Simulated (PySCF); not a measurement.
**AsH₅ + PH₃ → AsH₃ + PH₅**

Level: PBE0 in the def2-TZVP basis family, all electrons, no relativity, computed in PySCF with density fitting; open shells unrestricted.

```csv
species,state and structure,E (Eh),ZPE (kJ/mol),H(298 K) − H(0) (kJ/mol),S° (J/(mol K))
AsH₅,"singlet, D3h, As–H 1.529 Å (×3), As–H 1.604 Å (×2)",-2238.47042,98.8,11.5,230.3
PH₃,"singlet, C3v, P–H 1.420 Å (×3); H–P–H 93.1° (×3)",-343.01607,63.0,10.1,210.2
AsH₃,"singlet, C3v, As–H 1.522 Å (×3); H–As–H 92.0° (×3)",-2237.38492,57.6,10.2,222.9
PH₅,"singlet, D3h, P–H 1.427 Å (×3), P–H 1.481 Å (×2)",-344.12888,109.9,11.2,217.5
```

Task: What is the electronic reaction energy?

Result: At PBE0/def2-TZVP, ΔE = -71.7 kJ/mol from the differences of the total energies times 2625.5, downhill. The heavier arsenic gives up the higher oxidation state, the inert-pair effect.

Task: Add zero-point, thermal and entropy terms for 298.15 K and 1 bar.

Result: ΔZPE = 5.7 and Δ[H(298) − H(0)] = -0.2 kJ/mol give ΔH° = -66.2 kJ/mol. ΔS° = -0.1 J/(mol K), so ΔG° = -66.2 − 298.15 × (-0.0001) = -66 kJ/mol and log₁₀K = 11.6.

Each species is the lowest minimum found with this bonding; other isomers or fragments can lie lower.
